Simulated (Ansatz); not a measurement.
`[SiH3]B1OCO1` + `F[SiH2]P` → `F[SiH2]P[SiH3]` + `B1OCO1`  (cleavage of the Si–B bond)

Computed with Ansatz on PBE0-D4/def2-TZVP structures; ΔE is electronic, products minus reactants. CBS: MP2 limit from def2 TZ/QZ plus the TZ coupled-cluster correction, frozen cores. Functionals use def2-TZVPP. B3LYP here is the variant with VWN-RPA as its local correlation; programs differ in this. Each species was taken in one conformer, which may not be the lowest.

`[SiH3]B1OCO1`:

```xyz
10

Si    0.430   -1.725    0.739
B    -0.005    0.085   -0.035
O    -0.285    1.297    0.578
C    -0.437    1.768   -0.757
O    -0.141    0.508   -1.349
H    -0.826   -2.498    0.936
H     1.313   -2.485   -0.184
H     1.107   -1.577    2.054
H     0.301    2.531   -1.015
H    -1.457    2.096   -0.968
```

`F[SiH2]P`:

Cartesian coordinates in Å:
```
F -1.174 0.966 -1.462
Si -0.414 0.670 -0.083
P 1.085 -0.964 -0.433
H 0.314 1.899 0.321
H -1.453 0.337 0.922
H 0.149 -2.006 -0.193
H 1.492 -0.901 0.929
```

`F[SiH2]P[SiH3]`:

Z-matrix (Å, degrees):
```
Si
P 1 2.240
F 1 1.602 2 107.7
H 1 1.484 2 109.0 3 117.5
H 1 1.485 2 114.5 3 -118.6
Si 2 2.254 1 96.1 3 90.9
H 2 1.424 1 91.9 3 -174.0
H 6 1.485 2 108.8 1 173.0
H 6 1.486 2 113.0 1 51.5
H 6 1.485 2 107.2 1 -68.9
```

`B1OCO1`:

Cartesian coordinates in Å:
```
B 0.755 -0.696 -0.282
O -0.497 -0.895 0.266
C -0.573 0.528 0.214
O 0.727 0.683 -0.352
H 1.596 -1.472 -0.597
H -0.647 0.975 1.208
H -1.361 0.876 -0.456
```

```
             level  ΔE (kJ/mol)  difference from CCSD(T)/CBS
            PBE-D4        -42.6                          3.4
         r2SCAN-D4        -45.4                          0.6
           PBE0-D4        -45.4                          0.6
          B3LYP-D4        -42.6                          3.4
           ωB97X-V        -41.8                          4.2
            B2PLYP        -41.7                          4.3
            r2SCAN        -44.8                          1.2
              PBE0        -42.6                          3.4
             B3LYP        -37.2                          8.8
SCS-MP2/def2-TZVPP        -45.4                          0.6
CCSD(T)/def2-TZVPP        -41.5                          4.5
    MP2/def2-QZVPP        -52.7                         -6.7
SCS-MP2/def2-QZVPP        -48.2                         -2.2
      HF/CBS(def2)        -41.7                          4.3
     MP2/CBS(def2)        -54.4                         -8.4
    CCSD/CBS(def2)        -44.9                          1.1
       CCSD(T)/CBS        -46.0                            0
```

Largest T1 diagnostic among the species: 0.015.

The D4 term adds −5.4 kJ/mol with B3LYP and −2.8 kJ/mol with PBE0; it sums over pairs of atoms, weighted by their polarisabilities, and B3LYP, whose exchange is more repulsive, gets the larger term. From PBE to PBE0 (25 % exact exchange), in def2-TZVPP and without D4, ΔE moves by −3.3 kJ/mol.
